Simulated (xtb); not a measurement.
A run for xtb: GFN2-xTB on H5NSeSi (SMILES N[Se][SiH3]), a point of a torsion scan.

```
$ xtb mol.xyz --gfn 2 --sp --chrg 0 --uhf 0
8

N      1.70702084     0.04678035    -0.02622869
Se     0.34924895    -0.34683661     1.21411410
Si    -1.34620839     0.51024357    -0.04989421
H      2.37714290     0.66986717     0.41921418
H      2.20484794    -0.81520513    -0.23746457
H     -1.12377247     1.94020494    -0.23999456
H     -1.37364294    -0.18439127    -1.33220193
H     -2.53742579     0.24515137     0.74832020
```

Program output:

```
[...]
           -------------------------------------------------
          |                Calculation Setup                |
           -------------------------------------------------



           -------------------------------------------------
          |                 G F N 2 - x T B                 |
           -------------------------------------------------

        Reference                      10.1021/acs.jctc.8b01176
      * Hamiltonian:
        H0-scaling (s, p, d)           1.850000    2.230000    2.230000
        zeta-weighting                 0.500000
      * Dispersion:
        s8                             2.700000
        a1                             0.520000
        a2                             5.000000
        s9                             5.000000
      * Repulsion:
        kExp                           1.500000    1.000000
        rExp                           1.000000
      * Coulomb:
        alpha                          2.000000
        third order                    shell-resolved
        anisotropic                    true
        a3                             3.000000
        a5                             4.000000
        cn-shift                       1.200000
        cn-exp                         4.000000
        max-rad                        5.000000


          ...................................................
          :                      SETUP                      :
          :.................................................:
          :  # basis functions                  29          :
          :  # atomic orbitals                  27          :
          :  # shells                           13          :
          :  # electrons                        20          :
          :  max. iterations                   250          :
          :  Hamiltonian                  GFN2-xTB          :
          :  restarted?                      false          :
          :  GBSA solvation                  false          :
          :  PC potential                    false          :
          :  electronic temp.          300.0000000     K    :
          :  accuracy                    1.0000000          :
          :  -> integral cutoff          0.2500000E+02      :
          :  -> integral neglect         0.1000000E-07      :
          :  -> SCF convergence          0.1000000E-05 Eh   :
          :  -> wf. convergence          0.1000000E-03 e    :
          :  Broyden damping             0.4000000          :
          :  net charge                          0          :
          :  unpaired electrons                  0          :
          ...................................................

 iter      E             dE          RMSdq      gap      omega  full diag
   1    -10.3201717 -0.103202E+02  0.840E+00    4.02       0.0  T
   2    -10.4478440 -0.127672E+00  0.403E+00    3.51       1.0  T
   3    -10.4516960 -0.385194E-02  0.270E+00    3.69       1.0  T
   4    -10.4518866 -0.190653E-03  0.113E+00    3.63       1.0  T
   5    -10.4525531 -0.666420E-03  0.801E-01    3.66       1.0  T
   6    -10.4526559 -0.102880E-03  0.152E-01    3.63       1.0  T
   7    -10.4526835 -0.275328E-04  0.489E-02    3.62       1.0  T
   8    -10.4526869 -0.343094E-05  0.178E-02    3.63       2.0  T
   9    -10.4526869 -0.450402E-07  0.105E-02    3.63       3.4  T
  10    -10.4526870 -0.499163E-07  0.321E-03    3.63      11.0  T
  11    -10.4526870 -0.565230E-08  0.885E-04    3.63      40.0  T
  12    -10.4526870 -0.803002E-10  0.441E-04    3.63      80.2  T

   *** convergence criteria satisfied after 12 iterations ***

         #    Occupation            Energy/Eh            Energy/eV
      -------------------------------------------------------------
         1        2.0000           -0.7642822             -20.7972
       ...           ...                  ...                  ...
         4        2.0000           -0.5223593             -14.2141
         5        2.0000           -0.4878075             -13.2739
         6        2.0000           -0.4460539             -12.1377
         7        2.0000           -0.4456546             -12.1269
         8        2.0000           -0.4387981             -11.9403
         9        2.0000           -0.3838304             -10.4446
        10        2.0000           -0.3660685              -9.9612 (HOMO)
        11                         -0.2328185              -6.3353 (LUMO)
        12                         -0.2017919              -5.4910
        13                         -0.1937635              -5.2726
        14                         -0.1814202              -4.9367
        15                         -0.0901731              -2.4537
       ...                                ...                  ...
        27                          1.0231253              27.8407
      -------------------------------------------------------------
                  HL-Gap            0.1332500 Eh            3.6259 eV
             Fermi-level           -0.2994435 Eh           -8.1483 eV

 SCC (total)                   0 d,  0 h,  0 min,  0.007 sec
 SCC setup                      ...        0 min,  0.000 sec (  1.185%)
 Dispersion                     ...        0 min,  0.000 sec (  0.590%)
 classical contributions        ...        0 min,  0.000 sec (  0.782%)
 integral evaluation            ...        0 min,  0.001 sec ( 18.296%)
 iterations                     ...        0 min,  0.003 sec ( 45.389%)
 molecular gradient             ...        0 min,  0.002 sec ( 31.591%)
 printout                       ...        0 min,  0.000 sec (  1.886%)

         :::::::::::::::::::::::::::::::::::::::::::::::::::::
         ::                     SUMMARY                     ::
         :::::::::::::::::::::::::::::::::::::::::::::::::::::
         :: total energy             -10.380645535392 Eh    ::
         :: gradient norm              0.000102165102 Eh/a0 ::
         :: HOMO-LUMO gap              3.625917373068 eV    ::
         ::.................................................::
         :: SCC energy               -10.452685379288 Eh    ::
         :: -> isotropic ES            0.025312517346 Eh    ::
         :: -> anisotropic ES         -0.000705752390 Eh    ::
         :: -> anisotropic XC          0.005908567000 Eh    ::
         :: -> dispersion             -0.004481476532 Eh    ::
         :: repulsion energy           0.072039843896 Eh    ::
         :: add. restraining           0.000000000000 Eh    ::
         :: total charge              -0.000000000000 e     ::
         :::::::::::::::::::::::::::::::::::::::::::::::::::::

           -------------------------------------------------
          |                Property Printout                |
           -------------------------------------------------

    * Orbital Energies and Occupations

         #    Occupation            Energy/Eh            Energy/eV
      -------------------------------------------------------------
         1        2.0000           -0.7642822             -20.7972
         2        2.0000           -0.6952475             -18.9186
         3        2.0000           -0.6024670             -16.3940
         4        2.0000           -0.5223593             -14.2141
         5        2.0000           -0.4878075             -13.2739
         6        2.0000           -0.4460539             -12.1377
         7        2.0000           -0.4456546             -12.1269
         8        2.0000           -0.4387981             -11.9403
         9        2.0000           -0.3838304             -10.4446
        10        2.0000           -0.3660685              -9.9612 (HOMO)
        11                         -0.2328185              -6.3353 (LUMO)
        12                         -0.2017919              -5.4910
Note: The following floating-point exceptions are signalling: IEEE_UNDERFLOW_FLAG IEEE_DENORMAL
normal termination of xtb
        13                         -0.1937635              -5.2726
        14                         -0.1814202              -4.9367
        15                         -0.0901731              -2.4537
        16                         -0.0717659              -1.9528
        17                         -0.0711166              -1.9352
        18                          0.0633400               1.7236
        19                          0.0759276               2.0661
        20                          0.0912595               2.4833
        21                          0.1806909               4.9168
       ...                                ...                  ...
        27                          1.0231253              27.8407
      -------------------------------------------------------------
                  HL-Gap            0.1332500 Eh            3.6259 eV
             Fermi-level           -0.2994435 Eh           -8.1483 eV

     #   Z          covCN         q      C6AA      α(0)
     1   7 N        2.622    -0.302    27.781     7.828
     2  34 Se       1.779    -0.311   246.316    27.349
     3  14 Si       3.632     0.479    98.204    19.010
     4   1 H        0.862     0.166     1.294     1.782
     5   1 H        0.862     0.167     1.289     1.778
     6   1 H        0.919    -0.060     4.358     3.265
     7   1 H        0.920    -0.060     4.334     3.256
     8   1 H        0.920    -0.080     4.911     3.466

 Mol. C6AA /au·bohr⁶  :       1548.179633
 Mol. C8AA /au·bohr⁸  :      72882.468476
 Mol. α(0) /au        :         67.734009


Wiberg/Mayer (AO) data.
largest (>0.10) Wiberg bond orders for each atom

 ---------------------------------------------------------------------------
     #   Z sym  total        # sym  WBO       # sym  WBO       # sym  WBO
 ---------------------------------------------------------------------------
     1   7 N    3.160 --     2 Se   1.244     4 H    0.951     5 H    0.950
     2  34 Se   2.382 --     1 N    1.244     3 Si   0.968
     3  14 Si   3.635 --     2 Se   0.968     7 H    0.885     6 H    0.885
                             8 H    0.882
     4   1 H    0.972 --     1 N    0.951
     5   1 H    0.972 --     1 N    0.950
     6   1 H    0.996 --     3 Si   0.885
     7   1 H    0.996 --     3 Si   0.885
     8   1 H    0.994 --     3 Si   0.882
 ---------------------------------------------------------------------------

Topologies differ in total number of bonds
Writing topology from bond orders to xtbtopo.mol

molecular dipole:
                 x           y           z       tot (Debye)
 q only:       -0.288       0.355      -0.623
   full:        0.076       0.236      -0.460       1.327
molecular quadrupole (traceless):
                xx          xy          yy          xz          yz          zz
 q only:        4.529      -0.990      -0.628       0.100       1.056      -3.901
  q+dip:        4.525      -0.444       0.049       0.100       2.139      -4.573
   full:        6.255      -0.864      -1.057       0.093       1.789      -5.198


           -------------------------------------------------
          | TOTAL ENERGY              -10.380645535392 Eh   |
          | GRADIENT NORM               0.000102165102 Eh/α |
          | HOMO-LUMO GAP               3.625917373068 eV   |
           -------------------------------------------------

------------------------------------------------------------------------
------------------------------------------------------------------------
 total:
 SCF:
```

The run finished.

Cost: very roughly 0.04 core-seconds.
